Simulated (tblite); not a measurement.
Compound: C5H6F3N.
Numbering: `[NH2:1][C@@H:2]1[CH2:3][CH:4]=[C:5]1[C:6]([F:7])([F:8])[F:9]` (hydrogens: H10, H11 on N1; H12 on C2; H13, H14 on C3; H15 on C4)

Computed with GFN2-xTB (tblite), gas phase: Langevin dynamics at 300 K from the optimised GFN2-xTB geometry, time step 0.5 fs, friction 0.01 fs⁻¹, 2000 steps. The instantaneous temperature is 2·E(kin)/(3Nk) with all 3N coordinates.

```
t (fs)  T (K)  E(pot) above start (eV)  N1–C2 (Å)  C2–C3 (Å)  C3–C4 (Å)  C4=C5 (Å)  C5–C6 (Å)  N1–H10 (Å)  C4–C5–C6–F7 (°)
     0    239                    0.000      1.431      1.576      1.501      1.332      1.486       1.013             -109
    50    235                    0.322      1.411      1.551      1.459      1.356      1.461       1.015              -94
   100    204                    0.214      1.440      1.603      1.525      1.305      1.467       1.006              -98
   150    146                    0.385      1.423      1.607      1.514      1.355      1.501       1.007             -107
   200    233                    0.369      1.439      1.530      1.494      1.303      1.452       1.017             -111
   250    279                    0.445      1.399      1.620      1.432      1.323      1.502       1.016             -100
   300    257                    0.655      1.413      1.574      1.509      1.338      1.513       1.026              -93
   350    400                    0.424      1.474      1.598      1.505      1.345      1.469       1.042              -99
   400    347                    0.592      1.468      1.595      1.539      1.282      1.450       1.029             -101
   450    352                    0.463      1.428      1.554      1.583      1.364      1.454       0.998             -105
   500    301                    0.423      1.415      1.565      1.488      1.320      1.507       0.991             -115
   550    280                    0.436      1.440      1.562      1.500      1.323      1.486       1.018             -107
   600    281                    0.424      1.416      1.586      1.502      1.339      1.521       1.035             -130
   650    209                    0.469      1.440      1.562      1.510      1.358      1.521       1.028             -109
   700    342                    0.406      1.481      1.569      1.506      1.358      1.486       1.022             -112
   750    514                    0.343      1.396      1.529      1.480      1.317      1.473       1.018             -125
   800    361                    0.338      1.407      1.575      1.493      1.345      1.501       1.005             -106
   850    261                    0.552      1.425      1.613      1.519      1.317      1.524       0.982             -118
   900    380                    0.403      1.424      1.556      1.509      1.354      1.479       1.027             -110
   950    235                    0.597      1.412      1.584      1.553      1.352      1.471       1.054             -112
  1000    234                    0.416      1.448      1.559      1.525      1.320      1.510       1.034             -121
```

Q: From 500 fs on, how do temperature and potential energy compare with equipartition?

A: The mean temperature of these 11 frames is 309 K against the target 300 K, and the mean potential energy 0.44 eV against 39 × kT/2 = 0.50 eV for 39 classical harmonic modes. For 15 atoms in a canonical ensemble the temperature itself scatters by T·√(2/(3N)) = 63 K; here its standard deviation is 83 K. The whole run lasts only 10 friction times of 100 fs, so these averages carry a wide statistical error.

Q: What are the kinetic and total energies of the listed frame with the highest potential energy?

A: The one at 300 fs, 0.655 eV above the start. Its kinetic energy is 3NkT/2 = 0.499 eV at 257 K, so the sum is 1.15 eV; over the listed frames the sum runs from 0.46 to 1.34 eV, since the thermostat adds and removes energy.

Q: How much do the listed bonds fluctuate from 500 fs on?

A: 
```
  bond  at the start (Å)  mean (Å)  standard deviation (Å)
 N1–C2             1.431     1.428                   0.022
 C2–C3             1.576     1.569                   0.020
 C3–C4             1.501     1.508                   0.019
 C4=C5             1.332     1.337                   0.017
 C5–C6             1.486     1.498                   0.019
N1–H10             1.013     1.019                   0.020
```

The motion is classical and holds no zero-point motion.

The cost below is that of the whole dynamics run. The run took 8.6 s of wall time on one thread of an Arm Neoverse V2, on a shared host, and the process peaked at 0.18 GiB of memory.
